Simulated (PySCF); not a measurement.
Stepwise substitution at one centre (Ge C2H5-I). Isolated molecules, 0 K electronic values unless said otherwise. One relaxed conformer stands for each flexible species; it need not be the lowest. Strings in code marks are SMILES.

The numbers are results of ωB97X-D3(BJ)/def2-TZVP // B3LYP-D3(BJ)/def2-SVP in PySCF, not measurements. All candidates: neutral, multiplicity 1. Delta-SCF ions had no search for a lower state. Excitations are Tamm–Dancoff values on a coarser integration grid. The basis has no diffuse functions, so Rydberg states are missing or too high.

```yaml
HOMO: -9.35 eV
vertical ionisation energy (Delta-SCF): 9.14 eV
T1 excitation (TDA): 5.31 eV
```

Say which member has these values.
A) `C[CH2][Ge]([I])([I])[I]` (C–C–Ge–I torsion 180°)
B) `C[CH2][Ge]([I])([I])[CH2]C` (C–C–Ge–I torsion 58°, I–Ge–C–C torsion -59°)
C) `C[CH2][Ge]([I])([CH2]C)[CH2]C`

C, `C[CH2][Ge]([I])([CH2]C)[CH2]C`. The others give `C[CH2][Ge]([I])([I])[I]` (C–C–Ge–I torsion 180°): -9.81 eV, 9.76 eV, 3.93 eV; `C[CH2][Ge]([I])([I])[CH2]C` (C–C–Ge–I torsion 58°, I–Ge–C–C torsion -59°): -9.57 eV, 9.43 eV, 4.56 eV
